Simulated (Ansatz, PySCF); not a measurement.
Some isomers of C4H4NS, charge -1, singlet:

A. Nc1c[c-]sc1
B. [NH-]c1ccsc1
C. Nc1[c-]scc1
D. Nc1[c-]csc1

Quantity: relative energy (enthalpy at 298 K, with B3LYP-D3(BJ) rigid-rotor harmonic-oscillator terms), kcal/mol. Structures are relaxed separately at B3LYP-D3(BJ)/def2-TZVP in Ansatz (a program for electronic structure), one conformer each, not searched for the lowest. Frequencies are from Ansatz or PySCF. Unstable Hartree-Fock reference: Nc1[c-]scc1, Nc1[c-]csc1. Valence correlation only, unless marked. Spin-orbit coupling is left out. No relativistic terms. CBS marks a two-point X^-3 extrapolation of the correlation energy; Hartree-Fock from the larger set. Anions need diffuse functions, which plain sets lack and def2-D sets hold few of. Values are relative to the lowest entry of each level; other isomers of the formula, not listed, may lie lower.

```tsv
	SVWN5/def2-TZVPD (Ansatz)	PBE-D4/def2-TZVPD (Ansatz + dftd4)	SCS-MP2/aug-cc-pV(Q+d)Z (Ansatz)	CCSD(T)/CBS(aug-cc-pV(T+d)Z,aug-cc-pV(Q+d)Z) (Ansatz)
A	15.6	15.5	13.6	?
B	0.0	0.0	0.0	?
C	12.9	13.0	10.4	?
D	17.9	18.1	17.4	?
```

**Question.** Fill in the missing entries.

**Answer.** 
- A, CCSD(T)/CBS(aug-cc-pV(T+d)Z,aug-cc-pV(Q+d)Z) (Ansatz): 12.3
- B, CCSD(T)/CBS(aug-cc-pV(T+d)Z,aug-cc-pV(Q+d)Z) (Ansatz): 0.0
- C, CCSD(T)/CBS(aug-cc-pV(T+d)Z,aug-cc-pV(Q+d)Z) (Ansatz): 10.1
- D, CCSD(T)/CBS(aug-cc-pV(T+d)Z,aug-cc-pV(Q+d)Z) (Ansatz): 16.6
